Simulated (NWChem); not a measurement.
C$_{5}$H$_{3}$Cl; SMILES C(C(Cl)=C=C)#C

Computed with NWChem. Pople sets run with spherical d functions. Geometry: optimised at PBE-D3(BJ)/def2-SVP. Level: M06-2X/6-31G* with SMD (1 M gas to 1 M solution), gas-phase geometry.

Task: Predict the results for solvent benzene. Quantities: solvation free energy (kcal/mol); cavity-dispersion-structure term (kcal/mol); dipole in solution (D).

Result: 
```json
{
  "solvation free energy (kcal/mol)": "-4.4",
  "cavity-dispersion-structure term (kcal/mol)": "-1.5",
  "dipole in solution (D)": "2.48"
}
```
